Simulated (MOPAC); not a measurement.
MOPAC input (PM7):

```
PM7 1SCF GEO-OK AUX(PRECISION=9) THREADS=1
H2F2O2Si

O     1.55919700 1   -0.41113000 1   -0.18678700 1
Si    0.00965700 1    0.00056800 1   -0.01004300 1
O    -0.89552200 1   -1.32600000 1    0.20733200 1
F    -0.21079300 1    0.99841500 1    1.20561500 1
F    -0.40715400 1    0.80802000 1   -1.30289700 1
H     1.92006700 1   -1.12628600 1    0.34196100 1
H    -1.80313800 1   -1.24254500 1    0.50982700 1
```

Output:

```
 *******************************************************************************
 **                                                                           **
 **                              MOPAC v23.2.5                                **
 **                                                                           **
 *******************************************************************************
 ** MOPAC's Digital Object Identifier: https://doi.org/10.5281/zenodo.6511958 **
 **                                                                           **
 ** Please cite the open-source release paper for use of this MOPAC version:  **
 ** J. E. Moussa and J. J. P. Stewart (2026)                                  **
 ** MOPAC: An open-source semiempirical molecular orbital program             **
 ** J. Open Source Softw., 11(119), 8025, https://doi.org/10.21105/joss.08025 **
 *******************************************************************************

                              PM7 CALCULATION RESULTS

 *******************************************************************************
 *  PM7        - The PM7 Hamiltonian to be used
 *  GEO-OK     - OVERRIDE INTERATOMIC DISTANCE AND OTHER SAFETY CHECKS
 *  1SCF       - DO 1 SCF AND THEN STOP
 *  AUX        - OUTPUT AUXILIARY INFORMATION
 *******************************************************************************
PM7 1SCF GEO-OK AUX(PRECISION=9) THREADS=1
 H2F2O2Si

   ATOM   CHEMICAL          X               Y               Z
  NUMBER   SYMBOL      (ANGSTROMS)     (ANGSTROMS)     (ANGSTROMS)

     1       O          1.55919700  *  -0.41113000  *  -0.18678700  *
     2      Si          0.00965700  *   0.00056800  *  -0.01004300  *
     3       O         -0.89552200  *  -1.32600000  *   0.20733200  *
     4       F         -0.21079300  *   0.99841500  *   1.20561500  *
     5       F         -0.40715400  *   0.80802000  *  -1.30289700  *
     6       H          1.92006700  *  -1.12628600  *   0.34196100  *
     7       H         -1.80313800  *  -1.24254500  *   0.50982700  *

          CARTESIAN COORDINATES

    NO.       ATOM           X           Y           Z

     1         O          1.5592     -0.4111     -0.1868
     2        Si          0.0097      0.0006     -0.0100
     3         O         -0.8955     -1.3260      0.2073
     4         F         -0.2108      0.9984      1.2056
     5         F         -0.4072      0.8080     -1.3029
     6         H          1.9201     -1.1263      0.3420
     7         H         -1.8031     -1.2425      0.5098

 General Reference for PM7:
 "Optimization of Parameters for Semiempirical Methods VI: More Modifications to the
 NDDO Approximations and Re-optimization of Parameters", J. J. P. Stewart, J. Mol. Mod., 1:32, 19 (2013)
 https://link.springer.com/article/10.1007/s00894-012-1667-x

           Empirical Formula: H2 O2 Si F2  =     7 atoms

      MOLECULAR POINT GROUP   :   C1

      RHF CALCULATION, NO. OF DOUBLY OCCUPIED LEVELS = 16

 -------------------------------------------------------------------------------
 PM7 1SCF GEO-OK AUX(PRECISION=9) THREADS=1
 H2F2O2Si

     1SCF WAS SPECIFIED, SO BFGS WAS NOT USED
     SCF FIELD WAS ACHIEVED

                              PM7 CALCULATION
                                                       MOPAC v23.2.5 Linux

          FINAL HEAT OF FORMATION =       -332.03817 KCAL/MOL =   -1389.24772 KJ/MOL

          COSMO AREA              =        101.98 SQUARE ANGSTROMS
          COSMO VOLUME            =         87.81 CUBIC ANGSTROMS

          IONIZATION POTENTIAL    =         13.118964 EV
          HOMO LUMO ENERGIES (EV) =        -13.119 -0.155
          NO. OF FILLED LEVELS    =         16
          MOLECULAR WEIGHT        =        100.0969         POINT GROUP:  C1

          MOLECULAR DIMENSIONS (Angstroms)

            Atom       Atom       Distance
            H     7    H     6     3.72880
            H     7    F     5     2.65889
            O     3    F     4     2.28898

          SCF CALCULATIONS        =          1

   ATOM   CHEMICAL          X               Y               Z
  NUMBER   SYMBOL      (ANGSTROMS)     (ANGSTROMS)     (ANGSTROMS)

     1       O          1.55919700  *  -0.41113000  *  -0.18678700  *
     2      Si          0.00965700  *   0.00056800  *  -0.01004300  *
     3       O         -0.89552200  *  -1.32600000  *   0.20733200  *
     4       F         -0.21079300  *   0.99841500  *   1.20561500  *
     5       F         -0.40715400  *   0.80802000  *  -1.30289700  *
     6       H          1.92006700  *  -1.12628600  *   0.34196100  *
     7       H         -1.80313800  *  -1.24254500  *   0.50982700  *

                             CARTESIAN COORDINATES

   1    O        1.559197000    -0.411130000    -0.186787000
   2   Si        0.009657000     0.000568000    -0.010043000
   3    O       -0.895522000    -1.326000000     0.207332000
   4    F       -0.210793000     0.998415000     1.205615000
   5    F       -0.407154000     0.808020000    -1.302897000
   6    H        1.920067000    -1.126286000     0.341961000
   7    H       -1.803138000    -1.242545000     0.509827000

           Empirical Formula: H2 O2 Si F2  =     7 atoms

      MOLECULAR POINT GROUP   :   C1

                  EIGENVALUES
 -41.14967 -40.89215 -30.98268 -30.82596 -18.92601 -18.75030 -17.19975 -17.05444
 -16.54197 -15.99587 -15.56645 -14.98224 -13.92169 -13.74125 -13.19048 -13.11896
  -0.15497  -0.03020   0.00950   2.46808   4.90462   6.08184  23.39390  23.50107
  24.24308  24.47070  24.77142

              NET ATOMIC CHARGES AND DIPOLE CONTRIBUTIONS

  ATOM NO.   TYPE          CHARGE      No. of ELECS.   s-Pop       p-Pop       d-Pop
    1          O          -0.516397        6.5164     1.72043     4.79596
    2         Si           0.813194        3.1868     0.64277     2.10711     0.43692
    3          O          -0.555550        6.5556     1.72206     4.83349
    4          F          -0.262892        7.2629     1.92484     5.33805
    5          F          -0.231373        7.2314     1.92369     5.30769
    6          H           0.376046        0.6240     0.62395
    7          H           0.376971        0.6230     0.62303
 DIPOLE           X         Y         Z       TOTAL
 POINT-CHG.    -0.518    -1.883     1.337     2.367
 HYBRID        -0.110     0.027     0.098     0.150
 SUM           -0.628    -1.856     1.435     2.428

          ATOMIC ORBITAL ELECTRON POPULATIONS

     Atom    s        px        py        pz      x^2-y^2     xz        z^2       yz        xy
    1  O   1.72043   1.49636   1.60345   1.69615
    2 Si   0.64277   0.70286   0.68704   0.71721   0.09315   0.07703   0.08427   0.08920   0.09327
    3  O   1.72206   1.42498   1.58110   1.82741
    4  F   1.92484   1.91950   1.75464   1.66390
    5  F   1.92369   1.88863   1.80804   1.61102
    6  H   0.62395
    7  H   0.62303

 **********************
 *                    *
 * JOB ENDED NORMALLY *
 *                    *
 **********************

 == MOPAC DONE ==
```

The geometry given is a B3LYP-D3(BJ)/def2-TZVP minimum.
